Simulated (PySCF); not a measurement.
## Magnetic susceptibility: `N[C@@H]1C=CC(C=O)=C1`, C₆H₇NO

Geometry:
```csv
atom,x (Å),y (Å),z (Å)
N1,2.305,-0.663,0.154
C2,1.181,0.029,-0.454
C3,0.764,1.267,0.294
C4,-0.553,1.244,0.512
C5,-1.114,0.005,-0.020
C6,-2.522,-0.366,0.057
O7,-3.002,-1.382,-0.380
C8,-0.118,-0.723,-0.571
H9,2.064,-0.944,1.099
H10,2.532,-1.499,-0.374
H11,1.497,0.326,-1.466
H12,1.469,2.025,0.575
H13,-1.143,1.995,1.005
H14,-3.154,0.387,0.571
H15,-0.210,-1.693,-1.023
```

Computed, not measured: GIAO B97-2/pcSseg-1 magnetisability, rotational g tensor and spin-rotation constants, non-relativistic, gas phase (PySCF 2.14.0). Geometry: GFN2-xTB.

Q: How diamagnetic is it, and how anisotropic?

A: Isotropic -946 × 10⁻³⁰ J/T², or -57.0 × 10⁻⁶ cm³/mol; principal values -1387, -792, -659 × 10⁻³⁰ J/T², anisotropy 672 × 10⁻³⁰ J/T² (root of half the summed squared differences of the principal values). The susceptibility is in cgs units.

Q: Split it along the inertial axes a, b, c into diamagnetic and paramagnetic parts about the centre of mass, with the quadrupole moment.

A: 
| axis | χ (10⁻⁶ cm³/mol) | diamagnetic (10⁻⁶ cm³/mol) | paramagnetic (10⁻⁶ cm³/mol) | summed x² of all electrons (Å²) | quadrupole Θ (D Å) |
| --- | --- | --- | --- | --- | --- |
| a | -47.0 | -347.7 | 300.8 | 205.1 | -14.33 |
| b | -43.4 | -942.3 | 899.0 | 64.9 | +10.17 |
| c | -80.6 | -1145.5 | 1064.9 | 17.0 | +4.16 |

Anisotropies 2χaa − χbb − χcc = +30.0 and 2χbb − χaa − χcc = +40.8 × 10⁻⁶ cm³/mol. Θ is traceless in Buckingham's convention.

Q: And the rotational g tensor?

A: 
```csv
axis,rotational constant (GHz),g,nuclear part,electronic part
a,4.8519,-0.0702,0.6154,-0.6856
b,1.3686,-0.0314,0.5466,-0.5780
c,1.1167,-0.0042,0.5545,-0.5587
```
Asymmetric top; isotopes 12C, 1H, 14N, 16O; no vibrational averaging.
